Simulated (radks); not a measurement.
Values are calculated unless marked as measured or tabulated.
Ionisation of Sb2+, [Kr] 4d10 5s2 5p1, to Sb3+, [Kr] 4d10 5s2, under several functionals. Scalar-relativistic Kohn-Sham, spin-polarised, spherical densities, finite nucleus; open shells are filled with parallel spins first (spin-orbit coupling, left out, can overturn this in heavy ions); a radial shooting solver on a logarithmic mesh with Libxc functionals.

exchange-only r2SCAN: E(Sb2+) (hartree) -6478.60092; Exc (hartree) -167.48876; IE (eV) 23.661; -e(HOMO) (eV) 19.818; <r> HOMO (bohr) 2.509; IE error (eV) -1.663
MS2 meta-GGA: E(Sb2+) (hartree) -6480.27722; Exc (hartree) -169.35344; IE (eV) 24.581; -e(HOMO) (eV) 20.503; <r> HOMO (bohr) 2.494; IE error (eV) -0.743
BP86: E(Sb2+) (hartree) -6481.52926; Exc (hartree) -170.75508; IE (eV) 24.834; -e(HOMO) (eV) 20.684; <r> HOMO (bohr) 2.479; IE error (eV) -0.489
r2SCAN: E(Sb2+) (hartree) -6481.25682; Exc (hartree) -170.17543; IE (eV) 24.591; -e(HOMO) (eV) 20.658; <r> HOMO (bohr) 2.479; IE error (eV) -0.732
SOGGA: E(Sb2+) (hartree) -6477.18703; Exc (hartree) -166.37717; IE (eV) 24.569; -e(HOMO) (eV) 20.463; <r> HOMO (bohr) 2.485; IE error (eV) -0.754
exchange-only PBE: E(Sb2+) (hartree) -6477.74246; Exc (hartree) -166.92211; IE (eV) 23.905; -e(HOMO) (eV) 19.759; <r> HOMO (bohr) 2.528; IE error (eV) -1.419
PBEsol: E(Sb2+) (hartree) -6477.56050; Exc (hartree) -166.75214; IE (eV) 24.699; -e(HOMO) (eV) 20.576; <r> HOMO (bohr) 2.481; IE error (eV) -0.624
exchange-only B88: E(Sb2+) (hartree) -6478.50620; Exc (hartree) -167.69556; IE (eV) 23.915; -e(HOMO) (eV) 19.794; <r> HOMO (bohr) 2.516; IE error (eV) -1.408
AM05: E(Sb2+) (hartree) -6475.13760; Exc (hartree) -164.31598; IE (eV) 24.655; -e(HOMO) (eV) 20.528; <r> HOMO (bohr) 2.479; IE error (eV) -0.668
Wu-Cohen GGA: E(Sb2+) (hartree) -6479.62041; Exc (hartree) -168.83134; IE (eV) 24.733; -e(HOMO) (eV) 20.600; <r> HOMO (bohr) 2.479; IE error (eV) -0.591

NIST Atomic Spectra Database: 25.324 eV (measured). Closest: BP86. The Delta-SCF values span 1.17 eV, the total energies 6.39 hartree. The highest occupied level is 5p. Open shells are spherical and high-spin; term and fine-structure splittings are not resolved. Spin-orbit splitting is averaged out at the scalar-relativistic level.
